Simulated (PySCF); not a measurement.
C2H6AlCl, triplet, geometry from GFN2-xTB (such geometries of metal compounds can be far from the true shape) (a higher spin typed on purpose: for a closed-shell molecule this is an excited state); TPSS/3-21G run with PySCF.

Input for PySCF:
```python
from pyscf import gto, scf, dft

mol = gto.Mole()
mol.atom = '''
    Al    0.27124112    0.58615795    0.37960008
    C     1.86787064   -0.78580438   -0.09423932
    H     1.50074856   -1.73997665   -0.45832241
    H     2.52835634   -0.91152303    0.75481727
    H     2.36361712   -0.24113003   -0.89325914
    C    -0.27691568   -0.98774869    1.75013729
    H    -0.47945400   -1.92642443    1.24452288
    H    -1.19293851   -0.57600077    2.16514718
    H     0.47678327   -1.10469076    2.51903656
    Cl   -1.07464571    0.56005945   -1.18836066
'''
mol.basis = '3-21g'
mol.spin = 2
mol.verbose = 4
mol.symmetry = True
mol.build()

mf = dft.UKS(mol)
mf.xc = 'tpss'
mf.irrep_nelec = {"A'": (18, 16), 'A"': (7, 7)}
mf.kernel()
mf.analyze()
```

The log (banner, timings and long lists left out):

```
PySCF version 2.14.0

[INPUT] verbose = 4
[INPUT] num. atoms = 10
[INPUT] num. electrons = 48
[INPUT] charge = 0
[INPUT] spin (= nelec alpha-beta = 2S) = 2
[INPUT] symmetry True subgroup None
[INPUT] Mole.unit = angstrom
[INPUT] Symbol           X                Y                Z      unit          X                Y                Z       unit  Magmom
[...]
nuclear repulsion = 189.491684782576
point group symmetry = Cs
symmetry origin: [ 1.18107879e-09 -3.54323644e-09 -7.87385712e-10]
symmetry axis x: [ 0.60561898 -0.4522582   0.65474282]
symmetry axis y: [0.24750533 0.88903984 0.38516135]
symmetry axis z: [ 0.75628484  0.07120869 -0.65035572]
num. orbitals of irrep A' = 35
num. orbitals of irrep A" = 21
number of shells = 36
number of NR pGTOs = 102
number of NR cGTOs = 56
basis = 3-21g
ecp = {}

******** <class 'pyscf.dft.uks_symm.SymAdaptedUKS'> ********
method = SymAdaptedUKS
initial guess = minao
damping factor = 0
level_shift factor = 0
DIIS = <class 'pyscf.scf.diis.CDIIS'>
diis_start_cycle = 1
diis_space = 8
diis_damp = 0
SCF conv_tol = 1e-09
SCF conv_tol_grad = None
SCF max_cycles = 50
direct_scf = True
direct_scf_tol = 1e-13
number electrons alpha = 25  beta = 23
irrep_nelec {"A'": (18, 16), 'A"': (7, 7)}
XC library pyscf.dft.libxc version 7.1.2
    S. Lehtola, C. Steigemann, M. J. T. Oliveira, and M. A. L. Marques,  SoftwareX 7, 1–5 (2018)
XC functionals = tpss
    J. Tao, J. P. Perdew, V. N. Staroverov, and G. E. Scuseria,  Phys. Rev. Lett. 91, 146401 (2003)
    J. P. Perdew, J. Tao, V. N. Staroverov, and G. E. Scuseria,  J. Chem. Phys. 120, 6898 (2004)
    J. Tao, J. P. Perdew, V. N. Staroverov, and G. E. Scuseria,  Phys. Rev. Lett. 91, 146401 (2003)
    J. P. Perdew, J. Tao, V. N. Staroverov, and G. E. Scuseria,  J. Chem. Phys. 120, 6898 (2004)
radial grids:
    Treutler-Ahlrichs [JCP 102, 346 (1995); DOI:10.1063/1.469408] (M4) radial grids

becke partition: Becke, JCP 88, 2547 (1988); DOI:10.1063/1.454033
pruning grids: <function nwchem_prune>
grids dens level: 3
symmetrized grids: True
atomic radii adjust function: <function treutler_atomic_radii_adjust>
small_rho_cutoff = 0
Freeze 48 electrons in irreps ["A'", 'A"']
    0 free electrons in irreps
Set gradient conv threshold to 3.16228e-05
tot grids = 125144
init E= -777.947075027333

cycle= 1 E= -778.16932862513  delta_E= -0.222  |g|= 0.229  |ddm|= 3.66

cycle= 2 E= -777.035407302922  delta_E= 1.13  |g|=    1  |ddm|= 3.82

cycle= 3 E= -778.211951524929  delta_E= -1.18  |g|= 0.138  |ddm|= 3.52

cycle= 4 E= -778.221109174707  delta_E= -0.00916  |g|= 0.0653  |ddm|= 0.202

cycle= 5 E= -778.224797278981  delta_E= -0.00369  |g|= 0.0095  |ddm|= 0.123

cycle= 6 E= -778.224902102072  delta_E= -0.000105  |g|= 0.00312  |ddm|= 0.0428

cycle= 7 E= -778.224919741301  delta_E= -1.76e-05  |g|= 0.00176  |ddm|= 0.0194

cycle= 8 E= -778.224933569992  delta_E= -1.38e-05  |g|= 0.000801  |ddm|= 0.0143

cycle= 9 E= -778.224944041114  delta_E= -1.05e-05  |g|= 0.00134  |ddm|= 0.0222

cycle= 10 E= -778.224947164505  delta_E= -3.12e-06  |g|= 0.000689  |ddm|= 0.0144

cycle= 11 E= -778.224947536757  delta_E= -3.72e-07  |g|= 0.000367  |ddm|= 0.00395

cycle= 12 E= -778.224947682592  delta_E= -1.46e-07  |g|= 1.24e-05  |ddm|= 0.000864

cycle= 13 E= -778.224947681881  delta_E= 7.11e-10  |g|= 3.1e-05  |ddm|= 0.000224

Extra cycle  E= -778.224947632904  delta_E= 4.9e-08  |g|= 0.000225  |ddm|= 0.000522
SCF not converged.
SCF energy = -778.224947632904 after 50 cycles  <S^2> = 2.0358668  2S+1 = 3.0238166
**** SCF Summaries ****
Total Energy =                        -778.224947632903650
Nuclear Repulsion Energy =             189.491684782576442
One-electron Energy =                -1449.450364787597437
Two-electron Energy =                  481.733732372117288
Two-electron Coulomb Energy =          541.514948555888623
DFT Exchange-Correlation Energy =      -59.781216183771313
Wave-function symmetry = A'
alpha occupancy for each irrep:     A'   A"
                                    18    7
[...]
beta  MO #1 (A' #1), energy= -100.283438698397 occ= 1
beta  MO #2 (A' #2), energy= -55.2606292569398 occ= 1
beta  MO #3 (A" #1), energy= -10.0324038824748 occ= 1
beta  MO #4 (A' #3), energy= -10.032197103205 occ= 1
beta  MO #5 (A' #4), energy= -9.17070591378161 occ= 1
beta  MO #6 (A" #2), energy= -6.95565441467403 occ= 1
beta  MO #7 (A' #5), energy= -6.95202099524919 occ= 1
beta  MO #8 (A' #6), energy= -6.94716334199124 occ= 1
beta  MO #9 (A' #7), energy= -3.98078839166227 occ= 1
beta  MO #10 (A" #3), energy= -2.54770662952954 occ= 1
beta  MO #11 (A' #8), energy= -2.54413933984201 occ= 1
beta  MO #12 (A' #9), energy= -2.54193938562188 occ= 1
beta  MO #13 (A' #10), energy= -0.764016296159903 occ= 1
beta  MO #14 (A' #11), energy= -0.714271936488222 occ= 1
beta  MO #15 (A" #4), energy= -0.697160937685944 occ= 1
beta  MO #16 (A' #12), energy= -0.448317310502137 occ= 1
beta  MO #17 (A' #13), energy= -0.440644106046808 occ= 1
beta  MO #18 (A" #5), energy= -0.428357482273649 occ= 1
beta  MO #19 (A" #6), energy= -0.424397821824216 occ= 1
beta  MO #20 (A' #14), energy= -0.392172401389897 occ= 1
beta  MO #21 (A' #15), energy= -0.325408209578882 occ= 1
beta  MO #22 (A" #7), energy= -0.312878139147941 occ= 1
beta  MO #23 (A' #16), energy= -0.290176451942878 occ= 1
beta  MO #24 (A" #8), energy= -0.261878106910523 occ= 0
beta  MO #25 (A' #17), energy= -0.0887002338383311 occ= 0
beta  MO #26 (A" #9), energy= 0.0183830445310957 occ= 0
beta  MO #27 (A' #18), energy= 0.0359065340496381 occ= 0
beta  MO #28 (A' #19), energy= 0.0479705728217379 occ= 0
beta  MO #29 (A' #20), energy= 0.09190668455335 occ= 0
beta  MO #30 (A' #21), energy= 0.0992788664432793 occ= 0
beta  MO #31 (A" #10), energy= 0.135570338122307 occ= 0
beta  MO #32 (A' #22), energy= 0.141260276828409 occ= 0
beta  MO #33 (A" #11), energy= 0.145139753147743 occ= 0
beta  MO #34 (A" #12), energy= 0.150220577570335 occ= 0
beta  MO #35 (A' #23), energy= 0.247847764335816 occ= 0
beta  MO #36 (A' #24), energy= 0.264345965953159 occ= 0
beta  MO #37 (A" #13), energy= 0.277429207283796 occ= 0
beta  MO #38 (A' #25), energy= 0.310981055734412 occ= 0
beta  MO #39 (A' #26), energy= 0.53204509114042 occ= 0
beta  MO #40 (A' #27), energy= 0.552277725252913 occ= 0
beta  MO #41 (A" #14), energy= 0.562347067580009 occ= 0
beta  MO #42 (A' #28), energy= 0.632305488930694 occ= 0
beta  MO #43 (A' #29), energy= 0.711320849248067 occ= 0
beta  MO #44 (A" #15), energy= 0.717213081445692 occ= 0
beta  MO #45 (A" #16), energy= 0.721315652924256 occ= 0
beta  MO #46 (A' #30), energy= 0.752827458495904 occ= 0
beta  MO #47 (A' #31), energy= 0.802179155168601 occ= 0
beta  MO #48 (A" #17), energy= 0.857765102104986 occ= 0
beta  MO #49 (A' #32), energy= 0.972255033140724 occ= 0
beta  MO #50 (A' #33), energy= 1.00709808294671 occ= 0
beta  MO #51 (A" #18), energy= 1.00710254720416 occ= 0
beta  MO #52 (A" #19), energy= 1.04522271093038 occ= 0
beta  MO #53 (A" #20), energy= 1.07196433402292 occ= 0
beta  MO #54 (A' #34), energy= 1.11058401434428 occ= 0
beta  MO #55 (A' #35), energy= 1.57804149359459 occ= 0
beta  MO #56 (A" #21), energy= 1.62993622600334 occ= 0
 ** Mulliken pop alpha/beta on meta-lowdin orthogonal AOs **
 ** Mulliken pop       alpha | beta **
In total            25.00000 | 23.00000
 ** Mulliken atomic charges   ( Nelec_alpha | Nelec_beta ) **
charge of  0Al =     -0.22707  (     7.46883      5.75823 )
charge of  1C =     -0.25503  (     3.17176      3.08326 )
charge of  2H =      0.13164  (     0.44522      0.42314 )
charge of  3H =      0.15305  (     0.42565      0.42131 )
charge of  4H =      0.17088  (     0.41607      0.41306 )
charge of  5C =     -0.25503  (     3.17176      3.08326 )
charge of  6H =      0.13164  (     0.44522      0.42314 )
charge of  7H =      0.17088  (     0.41607      0.41306 )
charge of  8H =      0.15305  (     0.42565      0.42131 )
charge of  9Cl =     -0.17400  (     8.61377      8.56023 )
Dipole moment(X, Y, Z, Debye):  2.18298, -5.84797,  1.89823
```

The run did not converge; its last values are not results.
